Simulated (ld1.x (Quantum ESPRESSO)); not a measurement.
Sb (Z = 51): one change to a TM potential, before and after

* Element: Sb
* Generator: ld1.x (Quantum ESPRESSO) 7.5
* Type: norm-conserving Troullier–Martins (Kleinman–Bylander form)
* Functional: PBEsol
* Relativity: scalar-relativistic
* Frozen core: [Kr] 4d10
* Valence charge: 5
* Reference configuration: 5s2 5p3
* Partial waves: 5p (bound): rc 1.90 bohr; 5d channel at -0.1 Ry: rc 2.05 bohr; 5s (bound): rc 1.90 bohr
* Local potential: the s channel
* Core correction: Bessel-smoothed model core inside 2.00 bohr

Change: all radii but the core radius scaled by about 1.23 (s 2.34, p 2.34, d 2.52 bohr).

Cutoffs: the cutoffs (Ry, on a coarse ladder) from which the occupation-weighted sum of valence levels, in a spherical-Bessel basis at the reference potential, stays within 10 and 1 mRy of its value at 400 Ry; they do not see the model core or the augmentation charge, which bear on the density cutoff. Errors are all-electron minus pseudo energies relative to the spin-unpolarised reference configuration.

What does the change do?

The potential gets softer (30 Ry and 50 Ry → 21 Ry and 30 Ry); the bound ghost in d disappears; of the 7 tests that both files solve, the error grows in 2 and shrinks in 0 by more than 15 % and 0.3 meV (median size 38.2 → 32.9 meV). A larger radius leaves more room for a smooth pseudo-wave, so fewer plane waves are needed.

| quantity | base | changed |
| --- | --- | --- |
| cutoff, loose | 30 Ry | 21 Ry |
| cutoff, tight | 50 Ry | 30 Ry |
| loose cutoff by channel (10 mRy a level) | p 8 Ry, s 12 Ry | p 10 Ry, s 10 Ry |
| bound ghosts | d | none |
| error for 5s2 5p2, meV [ΔE 8.34 eV] | -5.5 | -4.9 |
| error for 5s2 5p1, meV [ΔE 24.36 eV] | -38 | -33 |
| error for 5s2 5p0, meV [ΔE 48.80 eV] | -150 | -129 |
| error for 5s1 5p4, meV [ΔE 8.14 eV] | -11 | -18 |
| error for 5s0 5p5, meV [ΔE 16.49 eV] | -41 | -74 |
| error for 5s1 5p0, meV [ΔE 93.13 eV] | -524 | -498 |
| error for 5s2 5p2.5, meV [ΔE 3.27 eV] | -1.3 | -1.2 |

 A true bound ghost makes a file unfit for plane-wave use even where its test errors are small: the radial tests pick states by their node count and pass the ghost by.
